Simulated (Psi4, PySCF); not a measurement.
Psi4 was given this input:
```
memory 2 GB

molecule {
0 2
  O    -0.05892672    1.35633054   -0.11322781
  C    -0.02863471    0.02565496    0.35439911
  H     0.82063304    1.73921461   -0.02733603
  H     0.14012484    0.02515463    1.45324908
  C    -1.32028118   -0.61414156    0.06029069
  C     1.14796001   -0.75883329   -0.27258888
  H     1.05098018   -0.75215105   -1.35533659
  H    -2.03739428   -0.10086714   -0.54501858
  H     2.09748678   -0.30189391    0.00291482
  H    -1.53264840   -1.58991250    0.44633478
  H     1.13796680   -1.78626957    0.07840942
}

set basis sto-3g
set reference uhf
set freeze_core true
set mp2_type conv
set scf_type pk
set puream true
set d_convergence 1e-8

energy('ccsd(t)')
print_variables()
```

Task: Write the same job for PySCF.

Result: One answer among several that fit: 
```python
from pyscf import gto, scf, cc

mol = gto.Mole()
mol.atom = '''
    O    -0.05892672    1.35633054   -0.11322781
    C    -0.02863471    0.02565496    0.35439911
    H     0.82063304    1.73921461   -0.02733603
    H     0.14012484    0.02515463    1.45324908
    C    -1.32028118   -0.61414156    0.06029069
    C     1.14796001   -0.75883329   -0.27258888
    H     1.05098018   -0.75215105   -1.35533659
    H    -2.03739428   -0.10086714   -0.54501858
    H     2.09748678   -0.30189391    0.00291482
    H    -1.53264840   -1.58991250    0.44633478
    H     1.13796680   -1.78626957    0.07840942
'''
mol.basis = 'sto-3g'
mol.spin = 1
mol.verbose = 4
mol.build()

mf = scf.UHF(mol)
mf.kernel()

mycc = cc.CCSD(mf, frozen=4)
mycc.kernel()
et = mycc.ccsd_t()
print('E(CCSD(T)) = %.10f' % (mycc.e_tot + et))
```

Both were run: Psi4 gave -190.295947 Eh and PySCF -190.295947 Eh, 0.000 mEh apart.
